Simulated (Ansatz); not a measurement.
Molecule: CBrF2, charge 0, multiplicity 2. It need not be the lowest isomer of its formula. 
Geometry from a B3LYP-D3(BJ)/def2-TZVP (Ansatz, a program for electronic structure) optimisation:
SMILES: F[C](F)Br
```xyz
4

C     -0.9787    -0.0231    -0.1195
F     -1.5361    -0.6673     0.8898
F     -1.4489     1.2092    -0.1878
Br     0.9354    -0.1354    -0.1600
```
Charge 0, spin multiplicity 2.

Basis-set convergence of Hartree-Fock and CCSD correlation energies (hartree) with Ansatz. Cores are frozen in the correlated levels unless marked. Open shells are spin-unrestricted. No spin-orbit coupling. The frozen core is the preceding noble-gas configuration, with the filled d and f shells of earlier blocks. No relativistic terms.

| basis | functions | E(HF) | E(corr, CCSD) |
|---|---|---|---|
| cc-pVDZ | 69 | -2809.07548 | -0.61517 |
| cc-pVTZ | 133 | [?] | [?] |

Fill in the missing entries.


- cc-pVTZ, E(HF): -2809.23629
- cc-pVTZ, E(corr, CCSD): -0.80868
